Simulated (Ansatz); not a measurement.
Ideal-gas functions of CH2BBrO (`O=CBBr`) at 500 K and 1 bar, from an Ansatz frequency run at PBE0-D4/def2-TZVP.

Molar mass 120.74 g/mol, point group C1 (symmetry number 1), electronic degeneracy 1, moments of inertia 20.12, 262.934, 268.412 u Å². Harmonic wavenumbers (cm⁻¹, unscaled): 62, 209, 256, 626, 769, 905, 992, 1094, 1405, 1771, 2696, 2874.

Use S(trans) = R[1.5 ln M + 2.5 ln T − 1.1517]; rotational temperatures θ = 24.2544 K / I; S(rot) = R[ln(√π/σ · √(T³/θAθBθC)) + 1.5]; for each mode x = 1.438777 ν̃/T, S = R[x/(eˣ − 1) − ln(1 − e⁻ˣ)] and H = RT x/(eˣ − 1); 1 cm⁻¹ = 0.0119627 kJ/mol; R = 8.31446 J/(mol·K).

Problem. By hand: the entropy, in J/(mol·K).

Solution. Translation 179.4. Rotation: θ = 1.2055, 0.0922, 0.0904 K, giving 113.9. Vibration, mode by mode: 22.66, 12.67, 11.04, 4.46, 3.22, 2.37, 1.94, 1.54, 0.75, 0.31, 0.03, 0.02, in all 61.0. Electronic 0.0. Sum 354.3 J/(mol·K).

Problem. By hand: H − E and G − E in kJ/mol, counted from the electronic energy.

Solution. Zero-point energy ½ × 13659 × 0.0119627 = 81.7; thermal vibration 14.9; translation, rotation and pV give 4 RT = 16.6. H − E = 113.2 kJ/mol, and G − E = 113.2 − 500 × 354.3/1000 = -64.0 kJ/mol.

Vibration gives 17 % of the entropy, 22.7 J/(mol·K) of it from the mode under 150 cm⁻¹: soft modes count most, and the harmonic formula is weakest for them. The sum counts one conformer and one mirror image; others add a mixing term.
